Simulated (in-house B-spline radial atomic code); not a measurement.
Successive ionisation energies of tantalum; each step leads to the configuration of the next row (after the last: [Kr] 4d5). NIST's values go from ground level to ground level; the uncertainty of those that are theory runs from under 0.1 % in few-electron ions to several per cent in heavy many-electron ones. Computed with an all-electron radial atomic-structure program (B-spline basis): non-relativistic Hartree-Fock, average of the configuration, point nuclei.

This level leaves out relativity, spin-orbit splitting included, which matters for heavy ions.

```tsv
ion	configuration	ionisation energy (eV)	tabulated value (eV)	computed minus tabulated (eV)	highest orbital	largest mean radius (bohr)
Ta19+	[Kr] 4d10 4f8	506.3	530	-23.7	4f	0.50165
Ta20+	[Kr] 4d10 4f7	549.1	570	-20.9	4f	0.49252
Ta21+	[Kr] 4d10 4f6	593.0	610	-17.0	4f	0.48789
Ta22+	[Kr] 4d10 4f5	638.2	660	-21.8	4f	0.48356
Ta23+	[Kr] 4d10 4f4	684.4	700	-15.6	4f	0.47925
Ta24+	[Kr] 4d10 4f3	731.8	750	-18.2	4f	0.47495
Ta25+	[Kr] 4d10 4f2	780.3	790	-9.7	4f	0.47089
Ta26+	[Kr] 4d10 4f1	829.9	832	-2.1	4f	0.46771
Ta27+	[Kr] 4d10	1072.7	1064	8.7	4d	0.46453
Ta28+	[Kr] 4d9	?	?	?	?	?
Ta29+	[Kr] 4d8	?	?	?	?	?
Ta30+	[Kr] 4d7	?	?	?	?	?
Ta31+	[Kr] 4d6	1270.3	1262	8.3	4d	0.45371
```

(1) Fill in the row of Ta28+.

(2) Fill in the row of Ta29+.

(3) Fill in the row of Ta30+.

Results:

(1) ionisation energy (eV): 1121.2; tabulated value (eV): 1110; computed minus tabulated (eV): 11.2; highest orbital: 4d; largest mean radius (bohr): 0.46174.

(2) ionisation energy (eV): 1170.3; tabulated value (eV): 1160; computed minus tabulated (eV): 10.3; highest orbital: 4d; largest mean radius (bohr): 0.45898.

(3) ionisation energy (eV): 1220.0; tabulated value (eV): 1211; computed minus tabulated (eV): 9.0; highest orbital: 4d; largest mean radius (bohr): 0.45624.
